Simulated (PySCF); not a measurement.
**Small edits and their spectra**

Starting compound: `[SiH3]CCc1ncco1`, C₅H₉NOSi.

1H NMR (400 MHz, computed): δ 7.61 (m, 1H), 7.35 (m, 1H), 3.57 (t, 3H), 3.11 (t, 2H), 1.21 (m, 2H). 13C{1H} NMR (computed): δ 170.8 (C), 142.8 (CH), 136.3 (CH), 29.6 (CH2), 12.3 (CH2).

[PySCF 2.14: shieldings: GIAO PBE0/pcSseg-1; coordinates at the GFN2-xTB level; one conformer; fast rotation and ring inversion assumed for equivalent nuclei; non-relativistic Hamiltonian; isolated molecule]

Scale: 1H (σref 31.72), 13C (σref 186.93) against TMS (reference shieldings calculated alike). Where no couplings were computed, multiplicities follow the n + 1 count of equivalent neighbours, and m marks all less simple cases (inequivalent or close neighbours, rings, F or P nearby). Shifts are as computed. Against solution values, carbons near 30 ppm lie about +3 ppm off and those near 130 ppm about +5 ppm. Of 1211 compounds with measured shifts, 218 miss one by over three times the rms of a fit or turn the order of signals round; such compounds aren't used in these exercises.

Problem. What are the spectra after this edit: H on C replaced by CHO, giving `O=Cc1coc(CC[SiH3])n1`?

Solution. 1H NMR (400 MHz, computed): δ 10.26 (s, 1H), 8.38 (s, 1H), 3.50 (t, 3H), 3.22 (t, 2H), 1.20 (m, 2H). 13C{1H} NMR (computed): δ 192.1 (CH), 170.1 (C), 149.2 (CH), 147.0 (C), 29.8 (CH2), 10.2 (CH2).

Problem. What are the spectra after this edit: H on C replaced by CH3, giving `Cc1coc(CC[SiH3])n1`?

Solution. 1H NMR (400 MHz, computed): δ 7.45 (s, 1H), 3.77 (t, 3H), 3.04 (t, 2H), 2.41 (s, 3H), 1.13 (m, 2H). 13C{1H} NMR (computed): δ 169.1 (C), 145.2 (C), 139.8 (CH), 29.8 (CH2), 13.5 (CH3), 11.5 (CH2).

Problem. What are the spectra after this edit: Si replaced by C, giving `CCCc1ncco1`?

Solution. 1H NMR (400 MHz, computed): δ 7.70 (m, 1H), 7.29 (m, 1H), 2.92 (t, 2H), 1.66 (m, 2H), 0.95 (t, 3H). 13C{1H} NMR (computed): δ 169.4 (C), 144.2 (CH), 135.2 (CH), 34.0 (CH2), 26.0 (CH2), 14.6 (CH3).
